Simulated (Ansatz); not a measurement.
Reactions of CH$_{3}$BSTe (`[TeH]B1CS1`).

Program: Ansatz. Geometries: PBE0-D4/def2-TZVP. ΔE: electronic, gas phase. CCSD(T)/CBS adds triple-zeta CCSD(T) − MP2 to the extrapolated MP2 energy (def2 sets, frozen cores). This one scheme is used for every species. Functionals use def2-TZVPP. B3LYP here is the variant with VWN-RPA as its local correlation; programs differ in this. Elements past krypton have def2 core potentials. For Ge, I, Te outer-core shells are correlated without core-valence functions, which leaves a few kJ/mol of doubt a bond. Scalar relativity is left out up to krypton. One conformer a species, not always the lowest.

```csv
reaction,B2PLYP (kJ/mol),HF/CBS(def2) (kJ/mol),r2SCAN-D4 (kJ/mol),B3LYP-D4 (kJ/mol),CCSD(T)/CBS(def2) (kJ/mol)
`[TeH]B1CS1` + `C[SiH3]` → `CB1CS1` + `[SiH3][TeH]`,-9,-22,-10,-12,-7
`[TeH]B1CS1` + `[AlH2][NH][SiH3]` → `[SiH3][NH][AlH][TeH]` + `B1CS1`,-57,-69,-58,-57,-60
`[TeH]B1CS1` + BH₃ → `B[TeH]` + `B1CS1`,-26,-20,-29,-24,-23
`[TeH]B1CS1` + `CI` → `[TeH]CI` + `B1CS1`,106,106,112,105,104
`[TeH]B1CS1` + `[OH][GeH3]` → `[OH][GeH2][TeH]` + `B1CS1`,-13,-22,-12,-15,-10
`[TeH]B1CS1` + `BC=O` → `O=CB[TeH]` + `B1CS1`,-21,-33,-19,-23,-23
`[TeH]B1CS1` + `C=NC` → `C=NC[TeH]` + `B1CS1`,92,98,92,88,92
`[TeH]B1CS1` + `C=CCCl` → `ClB1CS1` + `C=CC[TeH]`,-44,-41,-43,-46,-41
`[TeH]B1CS1` + `C#CCCl` → `C#CC[TeH]` + `ClB1CS1`,-54,-55,-53,-56,-51
```

Largest T1 diagnostic: 0.021, for `BC=O`.
